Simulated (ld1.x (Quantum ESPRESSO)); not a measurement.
## Re (Z = 75), RRKJ: configuration errors across variants

Re, norm-conserving RRKJ (Kleinman–Bylander form), made with ld1.x (Quantum ESPRESSO) 7.5 (PBE, scalar-relativistic). Core [Xe] 4f14, reference 5d5 6s2 6p0. Waves: 6p (bound, empty): rc 2.80 bohr; 5d (bound): rc 2.00 bohr; 6s (bound): rc 2.00 bohr. Local part: the s channel. Core correction: a·sin(br)/r model core inside 1.60 bohr.

All-electron excitation energies from the reference (eV): (1) 5d5 6s1 6p0 9.248; (2) 5d5 6s0 6p0 25.570; (3) 5d4 6s0 6p0 52.698; (4) 5d4 6s2 6p1 5.057; (5) 5d5 6s0 6p1 15.055; (6) 5d5.5 6s1.5 6p0 0.382; (7) 5d3 6s0 6p0 92.056.

7 further variants failed, have other tests or another functional or relativity, and are left out.

Errors AE − PS in meV (a dash: test not solved or not reliable):

```tsv
change	(1)	(2)	(3)	(4)	(5)	(6)	(7)	bound ghosts
base	-7.0	-36	-184	-67	-11	-12	-689	none
core correction a·sin(br)/r model core inside 0.88 bohr	-7.4	-38	-184	-69	-12	-13	-697	none
wave 5d (bound): rc 2.00 bohr becomes 5d (bound): rc 2.46 bohr	-5.9	-35	-193	-51	-11	-8.8	-628	none
```

(1) Give the same row for: wave 6s (bound): rc 2.00 bohr becomes 6s (bound): rc 2.08 bohr.

## Answers

(1) -8.9, -43, -183, -80, -15, -15, -679; bound ghosts: none.
